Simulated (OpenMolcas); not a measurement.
An atom or ion with 34 electrons was computed by SS-CASPT2, IPEA 0.25 Eh, imaginary shift 0.1 Eh with spin-orbit coupling (OpenMolcas, ANO-RCC-VQZP, DKH2). The lowest levels that the run gave, each within 12 % of the measured value where one is at hand:

```csv
J,Parity,E (cm-1),g
2,even,0.0,1.493
1,even,1854,1.501
0,even,2420,
2,even,9590,1.008
0,even,23030,
```

Task: Which ion is it, and what are the configurations and terms?

Result: Se (Z = 34, neutral; active space 4 electrons in 3 orbitals (4p)). J, parity and g give the terms where levels are pure, and mixed ones are named by the computed weights; the size of the splittings, set against known spectra of the 34-electron sequence, gives the charge. In order, with the measured energies in cm-1 (NIST Handbook of Basic Atomic Spectroscopic Data): 4s2 4p4 3P2, 4s2 4p4 3P1 (1989), 4s2 4p4 3P0 (2534), 4s2 4p4 1D2 (9576), 4s2 4p4 1S0 (22446).

Term energies are means over components that CASPT2 splits; among the terms shown or strongly mixed into the levels shown the widest spread is 180 cm-1 (4s2 4p4 1D). With the s shell closed, the reference lacks s² → p² mixing. Measured partners are found by configuration, term and J. A level has none where our copy of the source lacks it or the pairing is in doubt (some pairs that miss far off the trend of their configuration count as doubtful), and it then counts in no deviation. Levels of configurations outside the active space are missing.
